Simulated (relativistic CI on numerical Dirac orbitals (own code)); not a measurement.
## Hyperfine structure of Os42+, mass number 189

Calculated at this level of theory: Dirac-Coulomb-Breit CI, separate exchange-only KLI orbitals for each configuration, model QED, unscaled Slater integrals (own radial code, finite nucleus).

Configuration list (outside the closed core [Ar] 3d10): 4s²4p⁴, 4s4p⁵, 4s²4p³4d, 4p⁶, 4s4p⁴4d, 4s²4p³4f, 4s4p⁴4f, 4p⁵4d, 4s4p³4d², 4s²4p²4d4f, 4p⁵4f, 4p⁴4d², 4p³4d³, 4p³4d²4f. Double excitations out of closed p, d and f shells are left out; levels of such configurations are missing from the list, as are those of other unlisted configurations, and high levels can miss mixing partners.

Nuclear spin I = 3/2, μ = 0.6576 μN, Q = 0.86 b (tables of Stone and Pyykkö). The electronic factors are computed for point nuclear moments, without core polarisation or the Bohr-Weisskopf and QED corrections.

```csv
Level,E (cm⁻¹),A (GHz),B (GHz)
4s²4p⁴ ³P2,0,28.31,12.2
4s²4p⁴ ³P1,858825,-29.12,-56.5
4s²4p⁴ ¹D2,897987,86.84,-125
4s4p⁵ ³P°2,1730051,180.4,-105
```

Levels with J = 0, under 50 % of one LS term, or S terms without an open s electron are left out. Small factors come from cancelling terms and can be off by tens of per cent or more.

At this charge energies of transitions that change n are usually good to better than 1 %, and those within a shell (Δn = 0) to a few per cent.

Task: Give the hyperfine levels of 4s²4p⁴ ³P1 relative to its centre of gravity.

Result: With K = F(F + 1) − I(I + 1) − J(J + 1), E = AK/2 + B[¾K(K + 1) − I(I + 1)J(J + 1)]/[2I(2I − 1)J(2J − 1)]: F = 1/2: 2.159, F = 3/2: 85.64, F = 5/2: -57.81 GHz.

LS names give the leading component of a level, which can be under half, so a name can repeat, a term be missing and a line seem to break the LS rules.
